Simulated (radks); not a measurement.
Results of a calculation; reference values are marked as such.
Problem. Successive ionisation energies (eV) of one element, from differences of total energies of ions in their ground configurations, starting at charge 0: 5.518, 10.733, 43.088, 56.304, 69.832, 89.056, 104.46, 119.96, 155.95, 175.36, 325.45, 367.49, 411.04, 455.99, 502.21, 564.80, 615.54, 667.63, 720.98, 775.45, 932.32, 981.98. Code: a radial shooting solver on a logarithmic mesh with Libxc functionals. Model: non-relativistic Kohn-Sham, TPSS, spin-polarised, spherical densities, point nucleus; open shells are filled with parallel spins first (spin-orbit coupling, left out, can overturn this in heavy ions); meta-GGA in the generalised Kohn-Sham scheme; relativity is left out, which matters for an element this heavy. Which element is it?

Solution. Strontium (Z = 38). The first species listed is Sr in [Kr] 5s2, the last Sr21+ in [Ne] 3s2 3p5.
